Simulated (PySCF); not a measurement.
SiBr4, SMILES Br[Si](Br)(Br)Br.

Coordinates come from a ωB97X-D3(BJ)/def2-SVP optimisation. The isomer is the one that the SMILES or the coordinates give; other isomers of the formula were not compared.

Level of theory: PBE/def2-TZVP (PySCF).

Estimate the frontier levels, gap, dipole moment and polarisability. (The exact figures need the calculation; the answer reports its results.)


| Item | Value |
|---|---|
| highest occupied level | -7.39 eV |
| lowest empty level | -2.45 eV |
| orbital gap | 4.94 eV |
| dipole moment | 0.00 D |
| quadrupole, principal values (traceless, Buckingham form, about the centre of nuclear charge) | 0.00, 0.00, 0.00 D·Å |
| mean static polarisability | 103.0 bohr³ (15.27 Å³) |
| polarisability, principal values | 103.0, 103.0, 103.0 bohr³ |
